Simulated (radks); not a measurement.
Values are calculated unless marked as measured or tabulated.
Charge is removed step by step from the 5p (averaged over the sub-levels emptied) level of Ba+, starting from [Xe] 6s1. Level of theory: Dirac Kohn-Sham, LDA (Slater exchange, Perdew-Wang correlation), spin-unpolarised, spherical densities, point nucleus (a radial shooting solver on a logarithmic mesh with Libxc functionals).

removed (e)  E - E(0) (eV)  eigenvalue (eV)  E minus straight line (eV)
0                    0.000          -24.542                       0.000
0.1                  2.504          -25.548                      -0.466
0.2                  5.110          -26.564                      -0.831
0.3                  7.818          -27.590                      -1.093
0.4                 10.628          -28.624                      -1.253
0.5                 13.543          -29.667                      -1.308
0.6                 16.562          -30.719                      -1.260
0.7                 19.687          -31.778                      -1.105
0.8                 22.918          -32.846                      -0.844
0.9                 26.256          -33.922                      -0.476
1                   29.703          -35.005                       0.000

Removing the whole electron costs 29.703 eV by Delta-SCF, against 24.542 eV from minus the eigenvalue at the starting occupation. Slater's transition state (half an electron removed) gives 29.667 eV. Integrating minus the eigenvalue over the occupation (Janak's theorem) gives 29.703 eV. The mean slope of the eigenvalue, de/dn, is 10.5 eV per electron.
